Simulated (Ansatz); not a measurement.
Molecule: BiI2, charge 0, multiplicity 2. It need not be the lowest isomer of its formula. 
Coordinates optimised at B3LYP-D3(BJ)/def2-TZVP (Ansatz, a first-principles code):
SMILES: [Bi]([I])[I]
```xyz
3

Bi     0.1121    -0.6263     0.7737
I      2.0549     0.8623    -0.6151
I     -2.2304     0.1185    -0.5965
```
Charge 0, spin multiplicity 2.

Property: vertical ionisation energy (to the singlet state of charge +1; each state is the SCF solution reached for its spin; for the singlet T1 is 0.031), in eV. Correlated levels leave the core frozen unless marked. UHF or UKS for open shells. Spin-orbit coupling is left out. Frozen are the shells of the preceding noble gas and the d and f shells that filled before the atom's block. Past Kr the def2 sets carry scalar-relativistic core potentials. CBS(X,Y): correlation extrapolated as X^-3; Hartree-Fock from the larger set. The bracket is a focal-point correction in the basis named.

| level | program | vertical ionisation energy (eV) |
|---|---|---|
| CAM-B3LYP/def2-TZVPD | Ansatz | 8.02 |

### Question
Estimate the value at RI-MP2/CBS(def2-TZVPPD,def2-QZVPPD)+[CCSD(T)-MP2]/def2-TZVPPD as computed with Ansatz.

### Answer
7.82 eV, so CAM-B3LYP/def2-TZVPD differs from it by 0.20 eV.
